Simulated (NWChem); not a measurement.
Species: C₄H₄Si; SMILES C(#C)[SiH2]C#C

```xyz
9

Si     0.0000     0.0000    -0.8400
C      1.5022     0.0000     0.1991
C      2.5074     0.0000     0.8798
C     -1.5022     0.0000     0.1991
C     -2.5074     0.0000     0.8798
H      0.0000    -1.2096    -1.6990
H      0.0000     1.2096    -1.6990
H      3.3907     0.0000     1.4800
H     -3.3907     0.0000     1.4800
```
Atoms are numbered in this order, from 1.

All runs: NWChem. Coordinates come from a B3LYP/6-31G* (spherical d) optimisation. B3LYP is NWChem's, with the RPA form of VWN correlation. Level: B3LYP/def2-SVP with SMD (1 M gas to 1 M solution), gas-phase geometry. Reactions with the solvent are ignored.

Q: Predict the results for solvent tetrahydrofuran. Quantities: solvation free energy (kcal/mol); cavity-dispersion-structure term (kcal/mol); dipole in solution (D).

A: 
- solvation free energy (kcal/mol) = -1.1
- cavity-dispersion-structure term (kcal/mol) = 3.3
- dipole in solution (D) = 0.79
